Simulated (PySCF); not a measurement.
## Highest orbital energy against ionisation energy along group 15

Calculated with PySCF 2.14, no spin-orbit coupling. Each cell gives −ε(HOMO) / ΔSCF in eV; NIST values include spin-orbit coupling, (s) semi-empirical, (t) theoretical.

```
                                                            species              UHF              LDA              PBE             PBE0           r2SCAN  NIST (lowest levels)
                                N²⁺ (def2-TZVPPD, non-relativistic)  48.030 / 47.297  38.572 / 47.860  38.828 / 48.023  41.257 / 48.005  39.776 / 48.219            47.445 (s)
                                P²⁺ (def2-TZVPPD, non-relativistic)  29.984 / 29.599  24.814 / 30.232  24.964 / 30.273  26.376 / 30.288  25.408 / 30.386                30.203
                               As²⁺ (def2-TZVPPD, non-relativistic)  27.756 / 27.422  23.194 / 28.212  23.183 / 28.054  24.500 / 28.078  23.619 / 28.263        28.349 ± 0.012
Sb²⁺ (def2-TZVPPD with the def2 core potential (28 electrons), ECP)  24.431 / 24.143  20.580 / 24.932  20.493 / 24.712  21.652 / 24.746  20.877 / 24.877                25.323
Bi²⁺ (def2-TZVPPD with the def2 core potential (60 electrons), ECP)  23.314 / 23.041  19.718 / 23.884  19.585 / 23.639  20.694 / 23.663  19.931 / 23.727                25.571
```

**Question.** How far is −ε(HOMO) from ΔSCF on average for each method, and why?

**Answer.** UHF 0.40 eV; LDA -5.65 eV; PBE -5.53 eV; PBE0 -4.06 eV; r2SCAN -5.17 eV. Hartree-Fock orbital energies lack relaxation and so exceed the ΔSCF value; semilocal functionals have convex E(N) from self-interaction, so their HOMO lies far too high; exact exchange moves hybrids part of the way back.
